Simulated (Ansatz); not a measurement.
Input for Ansatz (a quantum-chemistry and plane-wave program): R-PBE/def2-TZVPPD on CH10Ge2 (a complex), monomers drawn apart or pushed together. Files ending in .json are basis or fitting sets from the Basis Set Exchange.

Ansatz 0.2 input:
```yaml
crystal:
  periodic: [false, false, false]
  atoms:
    - {symbol: Ge, position_ang: [-0.18822438, -1.40850771, 0.65348644]}
    - {symbol: Ge, position_ang: [-0.36985753, 0.98919005, 0.25952059]}
    - {symbol: H, position_ang: [0.16948168, -2.13197227, -0.65748595]}
    - {symbol: H, position_ang: [-1.52506734, -1.97019722, 1.16954011]}
    - {symbol: H, position_ang: [0.90448815, -1.71286358, 1.69103819]}
    - {symbol: H, position_ang: [1.02862300, 1.61726476, 0.12085287]}
    - {symbol: H, position_ang: [-1.10313402, 1.68200210, 1.42010308]}
    - {symbol: H, position_ang: [-1.15310441, 1.25490308, -1.03893994]}
    - {symbol: C, position_ang: [1.05186797, 0.78871079, 7.27021511]}
    - {symbol: H, position_ang: [0.03501902, 0.69210346, 6.89254375]}
    - {symbol: H, position_ang: [1.46412693, -0.20066258, 7.46154166]}
    - {symbol: H, position_ang: [1.66681444, 1.30075864, 6.53142142]}
    - {symbol: H, position_ang: [1.04077944, 1.36530286, 8.19404874]}
basis:
  gaussian:
    orbitals: def2-TZVPPD.json
hamiltonian:
  xc: {name: PBE}
scf: {lower_state_search: off}
```

The log:

```
WARN ansatz: RAYON_NUM_THREADS=1 ignored (pool sized by the plan → 1); use --threads N
Functional definition: PBE
these checks for a lower state are left out or cut short: stability, starts, cluster_reference, orbital_swaps, neighbouring_geometries, increment
integrals: 0.28 GiB planned
1510 factors; their error is unknown
mean field: 1.66 GiB planned
mean field evaluation 1: about -114208.7136 eV, gradient 6.7e1 eV
mean field evaluation 2: about -114200.9261 eV, gradient 8.3e1 eV
mean field evaluation 4: about -114217.6588 eV, gradient 1.3e0 eV
mean field evaluation 8: about -114217.6601 eV, gradient 3.9e-2 eV
mean field evaluation 16: about -114217.6325 eV, gradient 3.2e-5 eV
mean field -114217.63247137 eV, -4197.4205738309 hartree, gradient 3.8e-6 eV, S^2 0.000000; 0 other end points of the search recorded, 0 dependent functions left out
reference -114217.63253615 eV, -4197.4205762116 hartree; 40, 40 occupied and 275, 275 virtual orbitals, 1510 factors
Total energy: -114217.63253615 eV, -4197.4205762116 hartree
Checks for a lower state left out: stability, starts, cluster_reference, orbital_swaps, neighbouring_geometries, increment
```

The run converged.

Cost: around 3 core-seconds (rough).
